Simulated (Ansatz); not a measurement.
This geometry of CH$_{4}$F$_{2}$GeO (9 atoms, charge 0, multiplicity 1) is a first-order saddle point.

These are results of RKS PBE-D4/def2-SVP in Ansatz, not measurements.

```xyz
9
Properties=species:S:1:pos:R:3
O 1.066 1.420 -0.374
C 0.724 0.099 -0.528
F 1.858 -0.607 -0.278
F 0.374 -0.150 -1.845
Ge -0.772 -0.575 0.668
H 0.278 1.960 -0.574
H -0.254 -1.761 1.514
H -1.975 -1.017 -0.199
H -1.210 0.585 1.601
```

Q: Which two structures does it join? (They come from a converged band through this point; their orientation in space is the band's.)

A: No bond is made or broken. The dihedral F3–C2–Ge5–H7 goes from 58 to -64°. The two ends are copies of one structure, up to a mirror image or an exchange of like atoms.

Image 0:

```xyz
9
Properties=species:S:1:pos:R:3
O 1.476 1.032 0.025
C 0.662 0.112 -0.588
F 1.467 -0.921 -0.948
F 0.136 0.646 -1.753
Ge -0.865 -0.571 0.535
H 0.933 1.810 0.254
H -0.285 -1.295 1.772
H -1.749 -1.524 -0.302
H -1.687 0.665 0.987
```

Image 8:

```xyz
9
Properties=species:S:1:pos:R:3
O 0.620 1.456 -0.850
C 0.749 0.144 -0.464
F 1.970 0.043 0.123
F 0.762 -0.680 -1.579
Ge -0.673 -0.527 0.795
H -0.232 1.549 -1.318
H -0.460 -2.031 1.077
H -2.041 -0.299 0.098
H -0.607 0.298 2.101
```

Q: How far does it lie above each of them?

A: 0.086 eV above the first and 0.086 eV above the second. This is the barrier of this one path; another mechanism may lie lower.

The run took 57 s on 2 threads of Arm Neoverse V2, with other jobs on the host, peak memory 0.14 GiB.
